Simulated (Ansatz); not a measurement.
Mulliken charges of `[O+]#[C][Ru-4]([C]#[O+])([C]#[O+])[C]#[O+]` from r2SCAN/def2-TZVPP in Ansatz (PBE0-D4/def2-TZVP geometry).

```tsv
atom	x (Å)	y (Å)	z (Å)	charge (e)
O1	2.346	-1.197	-1.251	-0.094
C2	1.445	-0.569	-0.942	0.005
Ru3	-0.084	0.239	-0.155	0.222
C4	-1.282	-0.704	-1.345	0.036
O5	-2.002	-1.179	-2.081	-0.058
C6	1.002	1.504	0.826	0.036
O7	1.606	2.309	1.349	-0.058
C8	-1.234	-0.034	1.333	0.005
O9	-1.797	-0.370	2.266	-0.094
```

Task: By hand: the dipole of these point charges (1 e Å = 4.8032 D).

Result: Σ q r = (-0.056, 0.161, -0.104) e Å, of length 0.200 e Å = 0.96 D.

Task: How does the dipole of the full density compare? (Estimate.)

Result: The calculation gave: (-0.062, 0.178, -0.115) e Å, 1.06 D; the point charges give 0.91 times that, at 0° from its direction.

Point charges leave out the atoms' own dipoles, such as those of lone pairs, and Mulliken's split depends on the basis, so the close match here is no proof of good charges.
